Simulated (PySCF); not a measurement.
From one molecule to another.

First species: C5H9BO2.
Atom-mapped SMILES: `[CH2:1]=[C:2]([CH3:3])[C:4](=[CH2:5])[B:6]([OH:7])[OH:8]` (hydrogens: H9, H10 on C1; H11, H12, H13 on C3; H14, H15 on C5; H16 on O7; H17 on O8)

Geometry (PBE0-D3(BJ)/def2-SVP, Å), atoms numbered from 1 in this order:
```xyz
17
C5H9BO2 angstrom
C     -0.6169   -1.4860   -1.1036
C     -0.8176   -0.3283   -0.4489
C     -2.1834    0.2950   -0.3993
C      0.2897    0.3600    0.2476
C      0.0929    1.5317    0.8890
B      1.7632   -0.2132    0.2883
O      2.3344   -0.7829   -0.8045
O      2.5233   -0.1114    1.4197
H      0.3708   -1.9438   -1.1738
H     -1.4455   -1.9903   -1.6084
H     -2.5316    0.4196    0.6393
H     -2.9186   -0.3219   -0.9331
H     -2.1812    1.2973   -0.8584
H     -0.8736    2.0425    0.9208
H      0.9168    2.0502    1.3907
H      3.2417   -1.0518   -0.6194
H      2.0193    0.2445    2.1577
```

Second species: C5H9BO2.
SMILES with atom numbers: `[OH:1][B:2]([OH:3])[C@@:4]12[CH2:5][CH2:6][C@@H:7]1[CH2:8]2` (hydrogens: H9 on O1; H10 on O3; H11, H12 on C5; H13, H14 on C6; H15 on C7; H16, H17 on C8)

Levels: B3LYP/def2-SVPD for dipole moment, HOMO energy, LUMO energy, HOMO–LUMO gap, static isotropic polarisability and electronic spatial extent ⟨r²⟩ about the centre of nuclear charge; TDDFT B3LYP/def2-SVPD for lowest singlet excitation; TDA B3LYP/def2-SVPD for lowest triplet excitation (Tamm–Dancoff); ΔSCF B3LYP/def2-SVPD for vertical ionisation energy; PBE0-D3(BJ)/def2-SVP for rotational constant A and rotational constant C. Geometries: PBE0-D3(BJ)/def2-SVP. Each structure is a single optimised conformer of the isolated species, non-relativistic unless stated. Electronic properties by PySCF.

The conformers computed, where there is a choice (atom-mapped SMILES and torsion angles):
- `[CH2:1]=[C:2]([CH3:3])[C:4](=[CH2:5])[B:6]([OH:7])[OH:8]`: C1–C2–C4–C5 179°, C2–C4–B6–O7 41°, H–O7–B6–C4 178°, H–O8–B6–C4 6°
- `[OH:1][B:2]([OH:3])[C@@:4]12[CH2:5][CH2:6][C@@H:7]1[CH2:8]2`: O1–B2–C4–C5 -172°, H–O1–B2–O3 -2°, H–O3–B2–O1 -1°

```tsv
property	column X	column Y
dipole moment	1.22 D	2.25 D
HOMO energy	-6.56 eV	-6.91 eV
LUMO energy	-1.27 eV	-0.60 eV
HOMO–LUMO gap	5.29 eV	6.31 eV
lowest singlet excitation	5.30 eV	5.62 eV
lowest triplet excitation (Tamm–Dancoff)	3.13 eV	5.58 eV
static isotropic polarisability	86.0 au	77.0 au
vertical ionisation energy	8.63 eV	9.05 eV
electronic spatial extent ⟨r²⟩ about the centre of nuclear charge	1094 bohr²	968 bohr²
rotational constant A	3.241 GHz	3.706 GHz
rotational constant C	1.092 GHz	1.287 GHz
```

Which column belongs to which species?

Column X is the first species and column Y the second. The first has 17 atoms and 60 electrons, the second 17 and 60.

How does each property change from the first species to the second?

dipole moment +1.03 D; HOMO energy -0.35 eV; LUMO energy +0.67 eV; HOMO–LUMO gap +1.02 eV; lowest singlet excitation +0.32 eV; lowest triplet excitation (Tamm–Dancoff) +2.45 eV; static isotropic polarisability -9.0 au; vertical ionisation energy +0.42 eV; electronic spatial extent ⟨r²⟩ about the centre of nuclear charge -126 bohr²; rotational constant A +0.465 GHz; rotational constant C +0.195 GHz.

On the first: The 10 singlets span 5.30 to 7.54 eV, and their oscillator strengths add up to 0.55. No computed singlet falls in the visible range (750 to 380 nm, 1.65 to 3.26 eV); S1 lies 2.04 eV above its blue end.

On the second: The 10 singlets span 5.62 to 7.62 eV, and their oscillator strengths add up to 0.28. The ΔSCF ionisation energy exceeds −ε(HOMO) by 2.14 eV with B3LYP.
